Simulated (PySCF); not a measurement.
**Continuum solvent and chemical shifts**

Atom-mapped SMILES (the numbers label the heavy atoms): `[cH:1]1[cH:2][n:3][c:4]2[cH:5][cH:6][n:7][cH:8][c:9]2[cH:10]1`; H(Xn) means a hydrogen on atom n.

GIAO PBE0/pcSseg-1 in PySCF on one PBE0-D3(BJ)/def2-SVP conformer, non-relativistic, equivalent nuclei averaged. Solvents enter as an IEF-PCM continuum (chloroform with ε = 4.7, tetrahydrofuran with ε = 7.4) around the gas-phase geometry. Shifts are referred to TMS computed in the same medium.

In chloroform, δ in ppm: C2 161.6, C8 159.9, C4 154.9, C6 154.4, C10 144.4, C5 129.9, C1 129.1, C9 127.3, H(C8) 9.51, H(C2) 9.31, H(C6) 9.17, H(C10) 8.61, H(C5) 8.23, H(C1) 7.79. Dipole moment 3.34 D.

Q: How does each δ change in the more polar medium?

A: 
```csv
atoms,environment,"Δδ, tetrahydrofuran"
C2,aromatic CH next to a ring nitrogen,+0.4
C8,aromatic CH next to a ring nitrogen,+0.4
C4,ring-fusion aromatic carbon,+0.1
C6,aromatic CH next to a ring nitrogen,+0.1
C10,aromatic CH,+0.5
C5,aromatic CH,+0.1
C1,aromatic CH,+0.4
C9,ring-fusion aromatic carbon,+0.2
H(C8),hydrogen on an aromatic CH next to a ring nitrogen,+0.02
H(C2),hydrogen on an aromatic CH next to a ring nitrogen,+0.02
H(C6),hydrogen on an aromatic CH next to a ring nitrogen,0.00
H(C10),hydrogen on an aromatic CH,+0.06
H(C5),hydrogen on an aromatic CH,+0.01
H(C1),hydrogen on an aromatic CH,+0.05
```

Changes are relative to chloroform. The dipole moment becomes 3.48 D in tetrahydrofuran.

Q: Which nuclei move most (in ppm), and what does the model miss?

A: C10 (aromatic CH, +0.5 ppm) in tetrahydrofuran. A continuum only polarises the solute; specific hydrogen bonds, the anisotropy of aromatic solvents and changes of geometry or conformer are outside it.
